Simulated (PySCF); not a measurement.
Simulated absorption spectrum

Compound: C6H12Ge.
Z-matrix (Å and degrees, PBE0-D3(BJ)/def2-SVP geometry), rows numbered from 1:
```
C 
C   1  1.5489
C   2  1.5585  1  103.56
C   3  1.5068  2  114.24  1   101.26
C   4  1.4986  3  122.37  2  -150.53
C   5  1.5009  4   60.19  3   112.62
Ge  1  1.9742  2   88.33  3    18.75
H   1  1.0986  2  116.02  3   141.26
H   1  1.1001  2  112.40  3   -92.91
H   2  1.1017  1  109.86  3  -117.28
H   2  1.1038  1  114.03  3   122.95
H   3  1.1017  2  112.63  1  -133.78
H   4  1.0983  3  112.74  2    66.13
H   5  1.0946  4  117.46  6  -107.54
H   5  1.0931  4  118.67  6   108.48
H   6  1.0941  4  118.88  5   107.07
H   6  1.0930  4  118.08  5  -108.40
H   7  1.5422  1  115.00  2    94.97
H   7  1.5436  1  119.54  2  -132.34
```

Computed with TDDFT wB97X-D/def2-SVPD, vertical, gas phase, core orbitals frozen in the response (PySCF). The wB97X-D/def2-SVPD calculation is non-relativistic and has no spin–orbit coupling, an omission that weighs most on germanium.

Each state is given a Gaussian of 0.25 eV full width at half maximum, with ε(max) = 2.175×10⁸ f / Δν̃ (Δν̃ the width in cm⁻¹). The cross-section is σ = 3.8235×10⁻²¹ ε cm², given in Mb (10⁻¹⁸ cm²). The width is an assumption, not a result. The curve ends short of the highest state used, and states not computed would add to its high-energy end.

λ (nm), σ (Mb) and a bar:
```
    163.9      24.51 ##############################
    164.3      22.23 ###########################
    164.8      19.85 ########################
    165.3      18.02 ######################
    165.8      16.64 ####################
    166.2      15.76 ###################
    166.7      14.81 ##################
    167.2      13.90 #################
    167.7      12.97 ################
    168.2      12.05 ###############
    168.6      11.37 ##############
    169.1      10.70 #############
    169.6      10.36 #############
    170.1      10.48 #############
    170.5      10.93 #############
    171.0      11.94 ###############
    171.5      13.36 ################
    172.0      15.05 ##################
    172.5      16.80 #####################
    172.9      18.13 ######################
    173.4      19.52 ########################
    173.9      20.52 #########################
    174.4      21.06 ##########################
    174.9      21.16 ##########################
    175.3      20.98 ##########################
    175.8      20.53 #########################
    176.3      19.97 ########################
    176.8      19.39 ########################
    177.2      18.98 #######################
    177.7      18.54 #######################
    178.2      18.16 ######################
    178.7      17.77 ######################
    179.2      17.31 #####################
    179.6      16.82 #####################
    180.1      16.01 ####################
    180.6      14.96 ##################
    181.1      13.67 #################
    181.5      12.50 ###############
    182.0      10.93 #############
    182.5       9.30 ###########
    183.0       7.70 #########
    183.5       6.20 ########
    183.9       5.12 ######
    184.4       3.92 #####
    184.9       2.92 ####
    185.4       2.12 ###
    185.8       1.61 ##
    186.3       1.12 #
    186.8       0.75 #
    187.3       0.49 #
    187.8       0.32 
    188.2       0.22 
    188.7       0.13 
    189.2       0.08 
    189.7       0.05 
    190.1       0.03
```

Q: Locate the maxima and give the states behind the curve.

A: 175 nm (7.09 eV), ε about 5500, made up of S1 (12%) and S2 (88%) (ε in L mol⁻¹ cm⁻¹; maxima over ε = 5, shares over 10%). At its high-energy end, 7.57 eV, the curve is still rising (ε about 6600, from S3 and S4). The states used: S1 6.90 eV (f 0.035); S2 7.12 eV (f 0.046); S3 7.43 eV (f 0.029); S4 7.67 eV (f 0.067); S5 7.79 eV (f 0.041); S6 7.93 eV (f 0.018); S7 7.98 eV (f 0.016); S8 8.07 eV (f 0.068); S9 8.14 eV (f 0.0073); S10 8.17 eV (f 0.0005).

Q: Coming from long wavelengths, where does ε first pass 100 L mol⁻¹ cm⁻¹?

A: At about 188 nm (6.61 eV), 0.29 eV below S1.

Q: What would ε be at 7.09 eV, the highest of these maxima, with half the width (0.125 eV)?

A: About 8590 L mol⁻¹ cm⁻¹ against 5540, a factor of about 1.6; a lone state at its own centre would give exactly 2.

The vertical ionisation energy (ΔSCF) is 9.29 eV, 1.13 eV above S10.

One conformer stands for the species.
